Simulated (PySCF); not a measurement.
**Se: excitation energy**

Se [Ar] 3d10 4s2 4p4 (3P) → Se [Ar] 3d10 4s2 4p3 5s1, s spin flipped, as a difference of total energies. All numbers are calculated (PySCF 2.14, scalar relativity through the core potential, in aug-cc-pVDZ-PP with ECP10MDF). Correlated levels: valence: 3s2 3p6 3d10 frozen. The calculations carry no spin-orbit coupling.

```csv
method,excitation energy (cm⁻¹)
UHF,47386
LDA,51618
PBE,50955
PBE0,51512
r2SCAN,51077
PBEsol,50754
CAM-B3LYP,52303
wB97X-V,53631
MP2 (valence),48799
SCS-MP2 (valence),48932
```

The upper determinant mixes two multiplicities, so it lies between the two terms.

The promoted electron is Rydberg-like, and one or two diffuse shells describe it only roughly, which tends to raise the upper state.
